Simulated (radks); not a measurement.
Minus the highest occupied eigenvalue as an estimate of the ionisation energy, Sb40+ to Sb50+. The LB94 potential has the -1/r tail that LDA and GGA lack but no energy functional. All-electron calculation, scalar-relativistic Kohn-Sham, LB94 model potential, spin-polarised, spherical densities, finite nucleus; open shells are filled with parallel spins first (spin-orbit coupling, left out, can overturn this in heavy ions); Fermi nuclear charge, rms radius 4.6802 fm. Program: a radial shooting solver on a logarithmic mesh with Libxc functionals.

species,configuration,HOMO,-e(HOMO) (eV),<r> (bohr),"IE, NIST (eV)",kind
Sb40+,[Ne] 3s1,3s up,2912.2,0.288,2900.0,semi-emp.
Sb41+,[Ne],2p,6768.4,0.105,6714,theory
Sb42+,[He] 2s2 2p5,2p down,6984.3,0.104,6929,theory
Sb43+,[He] 2s2 2p4,2p down,7199.4,0.103,7167,theory
Sb44+,[He] 2s2 2p3,2p up,7470.6,0.102,7390,theory
Sb45+,[He] 2s2 2p2,2p up,7695.6,0.101,7887,theory
Sb46+,[He] 2s2 2p1,2p up,7919.7,0.100,8140,theory
Sb47+,[He] 2s2,2s,8459.4,0.116,8455,theory
Sb48+,[He] 2s1,2s up,8671.2,0.115,8669.5,theory
Sb49+,[He],1s,35678,0.0282,35710.0,theory
Sb50+,1s1,1s up,36585,0.0280,36668.2,theory

Reference values: NIST Atomic Spectra Database (exp. = measured, semi-emp. = semi-empirical, theory = theoretical value adopted there). Open shells are spherical and high-spin; term and fine-structure splittings are not resolved. Spin-orbit splitting is averaged out at the scalar-relativistic level.
